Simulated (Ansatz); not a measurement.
Compare A (`CC[Si]N`) with its isomer B (`N=CC[SiH3]`).

Program: Ansatz. Geometries: PBE0-D4/def2-TZVP. ΔE: electronic, gas phase. CCSD(T)/CBS is the MP2 limit (def2-TZVPP, def2-QZVPP) plus CCSD(T) − MP2 in def2-TZVPP, frozen cores. DFT in def2-TZVPP. B3LYP here is the variant with VWN-RPA as its local correlation; programs differ in this. Each species was taken in one conformer, which may not be the lowest.

A:

Z-matrix (Å, degrees):
```
C
C 1 1.521
H 1 1.094 2 111.6
H 1 1.093 2 112.1 3 119.8
H 1 1.094 2 111.6 3 -120.3
Si 2 1.913 1 120.9 3 60.2
H 2 1.100 1 110.6 3 -62.8
H 2 1.100 1 110.6 3 -176.8
N 6 1.708 2 100.1 1 0.0
H 9 1.008 6 121.5 2 -180.0
H 9 1.010 6 126.4 2 -0.0
```

B:

```xyz
11

N     0.643   -1.938    1.023
C     0.948   -0.886    0.391
C     0.172   -0.199   -0.682
Si   -0.740    1.314   -0.007
H    -0.243   -2.321    0.686
H     1.882   -0.393    0.681
H     0.843    0.152   -1.473
H    -0.561   -0.875   -1.131
H    -1.406    2.033   -1.124
H    -1.761    0.882    0.981
H     0.224    2.231    0.655
```

Which is lower in electronic energy at CCSD(T)/CBS, and by how much? (Best estimate.)

The calculation gave: A, by 68.0 kJ/mol.

Give E(B) − E(A) in kJ/mol with r2SCAN-D4, HF/def2-TZVPP, B3LYP-D4, CCSD/def2-TZVPP, MP2/def2-TZVPP, ωB97M-V, LDA (SPW92). (An estimate is asked.)

The calculation gave: r2SCAN-D4 59.4, HF/def2-TZVPP 41.9, B3LYP-D4 64.1, CCSD/def2-TZVPP 64.2, MP2/def2-TZVPP 65.3, ωB97M-V 74.5, LDA (SPW92) 83.3. None reverses the order clearly.

Does the order hold for the free energy at 298.15 K (harmonic terms from PBE0-D4)? (Estimate.)

The calculation gave: Yes: G(B) − G(A) = +47.5 kJ/mol, for one conformer each.

Largest T1 diagnostic: 0.013.

At CCSD(T), def2-SVP lies −16.5 kJ/mol from the extrapolated value and def2-TZVPP −4.9 kJ/mol. Leaving LDA and LC-ωPBE aside and taking each functional with its dispersion term where it has one, the values, not all of them listed here, spread over 15.5 kJ/mol, from ωB97X-V to ωB97M-V. LDA lies +17.5 kJ/mol from PBE without D4.
